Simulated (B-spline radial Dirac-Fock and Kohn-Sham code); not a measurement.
# K-line shifts caused by a second vacancy in Cd⁷⁺

System: Cd⁷⁺, configuration [Kr] 4d5.

Model: Dirac-Fock energy differences between relaxed states, corrected for Breit and QED terms. Program: a radial atomic solver. Each two-hole energy is an average over J within one jj subconfiguration, not an observable level; in light atoms, where LS coupling holds, the j-resolved values are not observed lines, and for a K spectator the Kα1 hypersatellite is nearly forbidden. Correlation and solid-state effects are left out.

Lines without a spectator: Kα2 (K-L2) 22981.3 eV, Kα1 (K-L3) 23171.1 eV, Kβ3 (K-M2) 26058.1 eV, Kβ1 (K-M3) 26093.0 eV. Shifts in eV with one spectator hole (a dash: not computed, or left out as unreliable):

| spectator hole | Kα2 | Kα1 | Kβ3 | Kβ1 |
| --- | --- | --- | --- | --- |
| L2 (2p1/2) | +59.9 | +75.4 | – | +160.8 |
| L3 (2p3/2) | +59.3 | +59.3 | +143.5 | – |
| M2 (3p1/2) | – | +8.54 | +19.87 | +24.06 |
| M3 (3p3/2) | +6.42 | – | +20.68 | +20.13 |
| M4 (3d3/2) | +1.11 | -1.40 | – | – |
| M5 (3d5/2) | -1.84 | -0.01 | – | – |

Question: Where does the K-L3 hypersatellite lie, emitted when both K electrons are missing?

Answer: +564.4 eV from the normal line, at 23735.6 eV. Removing both K electrons costs 54466.9 eV, which is 770.8 eV more than twice the K binding energy.

With n spectator holes in 2p, averaged over the 2p shell (energies in eV):

```tsv
n	KαLⁿ	step	hypersatellite KαʰLⁿ
0	23107.8	–	23666.9
1	23171.5	+63.7	23732.0
2	23236.4	+64.9	23798.4
3	23302.6	+66.2	23866.1
4	23370.1	+67.5	23935.1
5	23438.9	+68.8	24005.3
```

Run: 48 s of CPU time on 1 thread of Neoverse-N1 (shared host), peak memory 0.41 GiB.
